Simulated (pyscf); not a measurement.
**Rearrangement: :HSi–O–AsH₂ (SMILES [SiH]O[AsH2]) [singlet] → H₃AsOSi (SMILES O1[SiH2][AsH]1)**

Gas phase, singlet surface, charge 0. Bonds broken: As2–H6. Bonds formed: As2–Si4, Si4–H6. Single points on ωB97X-D3(BJ)/def2-SVP structures (PySCF, gas phase). MP2 and CC: frozen core, UHF for open shells. ΔMP2 is the change of the MP2 total energy from the triple- to the quadruple-zeta basis.

Transition state (Å):

```xyz
6

O      1.2070     0.1921    -1.3845
As     1.4349     0.9122     0.2409
H      2.4014    -0.1442     0.7868
Si    -0.0222    -0.8515    -0.7383
H      0.7245    -1.8616     0.0983
H     -0.6572     0.1248     0.2671
```

One imaginary mode, 622i cm⁻¹; descent along it reached the two sides named.

```json
[
 {"bond": "As2–H6", "change": "breaks", "reactant side (Å)": "1.525", "saddle": "2.236", "product side": "3.3"},
 {"bond": "As2–Si4", "change": "forms", "reactant side (Å)": "3.2", "saddle": "2.488", "product side": "2.269"},
 {"bond": "Si4–H6", "change": "forms", "reactant side (Å)": "3.8", "saddle": "1.539", "product side": "1.483"}
]
```

Electronic energies relative to the reactant's lowest minimum found (kcal/mol):

```tsv
level	barrier	reaction energy	reverse barrier
ωB97X-D3(BJ)/def2-TZVP	18.7	-18.5	37.2
PBE/def2-TZVP	4.9	-19.6	24.5
r²SCAN/def2-TZVP	6.9	-21.7	28.5
B3LYP-D3(BJ)/def2-TZVP	14.3	-14.5	28.7
PBE0-D3(BJ)/def2-TZVP	10.5	-19.1	29.6
M06-2X/def2-TZVP	16.6	-15.3	31.9
ωB97M-D3(BJ)/def2-TZVP	19.4	-13.3	32.6
HF/def2-TZVP	37.1	-9.3	46.4
MP2/def2-QZVPP	10.9	-20.2	31.1
CCSD/def2-TZVPP	19.4	-13.6	33.0
CCSD(T)/def2-TZVPP	14.3	-15.2	29.5
CCSD(T)/def2-TZVPP + ΔMP2(QZVPP)	13.4	-16.3	29.8
```

With CCSD(T)/def2-TZVPP + ΔMP2(QZVPP) energies and thermal terms (ideal gas, 1 atm, RRHO with modes under 100 cm⁻¹ raised to 100, one conformer, R ln 2 for rigid chiral ones), in kcal/mol:

```tsv
T (K)	ΔH‡	ΔG‡	ΔH	ΔG
298	12.3	13.4	-15.8	-14.7
600	11.9	14.6	-15.9	-13.5
900	11.4	16.1	-15.9	-12.3
1200	10.8	17.7	-16.0	-11.1
```

:HSi–O–AsH₂ [singlet] lies 17.1 kcal/mol over its isomer HO–Si:–AsH₂ [singlet], and others may lie lower still (electronic energy, ωB97M-D3(BJ)). One saddle was located; it need not be the lowest between these sides. One closed-shell reference is unstable to symmetry breaking; treat the single-reference values with care. The CCSD(T) − MP2 part came from Ansatz, without density fitting, on the same reference. The frozen core leaves the outer d or s,p core shells of the metals and heavy elements correlated in the MP2 and CC values, and def2-TZVPP describes them poorly, which can shift differences by a few kcal/mol. Elements up to Kr have no core potential and no relativistic terms here.
